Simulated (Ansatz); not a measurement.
Start from `O[SiH2]/C=C/[SiH3]` and change one atom or group to get `F[SiH2]/C=C/[SiH3]`.

Ansatz, PBE0-D4/def2-TZVP geometries, multiplicity 1. Each molecule was computed in one conformer, which needn't be the lowest.

```csv
property,`O[SiH2]/C=C/[SiH3]`
LUMO energy (ωB97M-V/def2-TZVPP) / eV,1.11
size of the dipole moment (B3LYP/def2-TZVPP) / D,1.21
"ideal-gas entropy at 298 K and 1 bar (rigid rotor, harmonic PBE0-D4/def2-TZVP) / J/(mol·K)",373
HOMO energy (ωB97M-V/def2-TZVPP) / eV,-10.20
HOMO energy (B3LYP/def2-TZVPP) / eV,-7.79
size of the dipole moment (ωB97M-V/def2-TZVPP) / D,1.23
```

Q: Give the same properties after the change, and the shifts. (Estimate.)

A: The calculation gave: 
```csv
property,`F[SiH2]/C=C/[SiH3]`,shift
LUMO energy (ωB97M-V/def2-TZVPP) / eV,0.95,-0.16
size of the dipole moment (B3LYP/def2-TZVPP) / D,1.17,-0.04
"ideal-gas entropy at 298 K and 1 bar (rigid rotor, harmonic PBE0-D4/def2-TZVP) / J/(mol·K)",363,-10
HOMO energy (ωB97M-V/def2-TZVPP) / eV,-10.40,-0.20
HOMO energy (B3LYP/def2-TZVPP) / eV,-7.98,-0.19
size of the dipole moment (ωB97M-V/def2-TZVPP) / D,1.15,-0.08
```

The zero-point energy changes by -29.3 kJ/mol with -3 modes. Dipoles are sizes alone; their direction can turn.

Positive LUMOs are unbound, so they and the gaps depend on the basis.

B3LYP here is the variant with VWN-RPA as its local correlation; programs differ in this.
